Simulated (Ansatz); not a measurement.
PBE exchange is replaced step by step with exact exchange (0 % is PBE, 25 % PBE0; no dispersion term), basis def2-TZVP, Ansatz. System: the cluster Mo₄⁺ (the lowest doublet isomer of a short search). The state is a doublet with charge 1. Geometry: PBE-D4/def2-SVP, each spin state at its own.

Left out: 15, 25, 35, 50 %, where a state is spin-contaminated, unstable or flagged.

Geometry of the doublet:

```xyz
4

Mo    1.4229   -0.4587    0.2377
Mo   -0.3979    0.6584   -1.3035
Mo   -0.5618    1.2010    0.7292
Mo   -0.4631   -1.4008    0.3365
```

In the def2 sets Mo takes a core potential; there is no spin–orbit coupling. At PBE with 10 % exact exchange/def2-TZVP the charge 1 doublet is spin-contaminated (final ⟨S²⟩ up to 0.95, 0.75 for a pure state). The structure comes from a short search, and lower isomers may exist.

HOMO and LUMO are taken over both spins.

| exact exchange (%) | HOMO (eV) | LUMO (eV) | gap (eV) | ⟨S²⟩ | quartet − doublet (kJ/mol) |
| --- | --- | --- | --- | --- | --- |
| 0 | -8.16 | -7.68 | 0.48 | 0.753 | 58.8 |
| 5 | -8.27 | -7.45 | 0.82 | 0.754 | 54.0 |
| 10 | -8.42 | -7.29 | 1.12 | 0.947 | 49.5 |
